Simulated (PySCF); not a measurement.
Coordinates in bohr (charge 0 multiplicity 1):
```
N    -1.8767    0.0000    1.3794
Ta    2.1713    0.0000    0.6100
Ta   -1.0120    3.0148   -0.3558
Ta   -1.0120   -3.0148   -0.3558
```

All numbers come from PySCF, PBE0, basis N def2-SVP, Ta def2-SVP with ECP60 (scalar-relativistic core potentials, no spin–orbit coupling, density fitting).

This geometry of Ta3N is a stationary point at this level.

(1) What is the point group?

(2) Is it a minimum?

(3) List the harmonic modes with their infrared intensities.

(4) Give the atomic charges and bond orders.

(5) Give the ideal-gas entropy at 298.15 K and 1 bar by parts.

Answers

(1) Cs.

(2) Yes: all harmonic wavenumbers are real.

(3) 
```tsv
symmetry	ω (cm⁻¹)	IR (km/mol)
a'	82	3.6
a''	127	4.6
a'	249	0.6
a'	356	1.9
a'	651	9.2
a''	682	0.2
```

(4) 
```tsv
atom	Mulliken	Löwdin	polar tensor	Mayer order to N1
N1	-0.50	0.03	-0.12	–
Ta2	0.29	-0.16	0.09	0.49
Ta3,4	0.10	0.06	0.01	1.32
```
Other Mayer orders above 0.3: Ta–Ta 0.62, Ta–Ta 2.40 (×2).

(5) translation 187.7, rotation 131.6, vibration 43.5, spin 0.0; total 362.9 J/(mol K).

Stability towards spin polarisation was not tested. Other isomers or separated fragments may lie lower. Spin–orbit coupling, left out here, can matter for elements this heavy.
